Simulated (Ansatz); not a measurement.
## TiH4O4 (SMILES O[Ti](O)(O)O): the energy, rung by rung

TiH4O4 has 9 atoms, charge 0, and is taken as a singlet. SMILES: `O[Ti](O)(O)O`. Geometry: relaxed at PBE0-D4/def2-TZVP. This is one conformer, not always the lowest.

```xyz
9

O    -0.1253    1.2684   -1.2727
Ti    0.0001    0.0001   -0.0001
O     1.6517   -0.7153   -0.0661
O    -1.2356   -1.2792   -0.2838
O    -0.2905    0.7263    1.6223
H    -0.8135    1.4140   -1.9229
H     2.2710   -0.8860    0.6445
H    -1.1231   -2.1763   -0.6006
H    -0.3348    1.6480    1.8794
```

Quantity: the energy change with the O1–Ti2 bond stretched from 1.801 to 2.702 Å, in eV. The values are calculated.

```json
{"level": "HF/def2-SVP (restricted)", "kind": "Hartree–Fock", "program": "Ansatz", "value (eV)": "3.77", "CPU time (all runs)": "14 s"}
{"level": "SVWN5/def2-SVP (restricted)", "kind": "LDA", "program": "Ansatz", "value (eV)": "3.33", "CPU time (all runs)": "18 s"}
{"level": "BLYP/def2-SVP (restricted)", "kind": "GGA", "program": "Ansatz", "value (eV)": "2.79", "CPU time (all runs)": "26 s"}
{"level": "r2SCAN/def2-SVP (restricted)", "kind": "meta-GGA", "program": "Ansatz", "value (eV)": "3.15", "CPU time (all runs)": "47 s"}
{"level": "BHLYP/def2-SVP (restricted)", "kind": "global hybrid", "program": "Ansatz", "value (eV)": "3.60", "CPU time (all runs)": "43 s"}
{"level": "CAM-B3LYP/def2-SVP (restricted)", "kind": "range-separated hybrid", "program": "Ansatz", "value (eV)": "3.48", "CPU time (all runs)": "37 s"}
{"level": "MP2/def2-SVP (restricted)", "kind": "perturbation theory", "program": "Ansatz", "value (eV)": "3.39", "CPU time (all runs)": "29 s"}
{"level": "CCSD/def2-SVP (restricted)", "kind": "coupled cluster or CI", "program": "Ansatz", "value (eV)": "3.52", "CPU time (all runs)": "2.1 min"}
```

The first shape isn't each level's own minimum. The values span 2.79 to 3.77 eV. CPU times are rough (shared hosts, several kinds of processor): they show what a rung costs within a factor of a few.
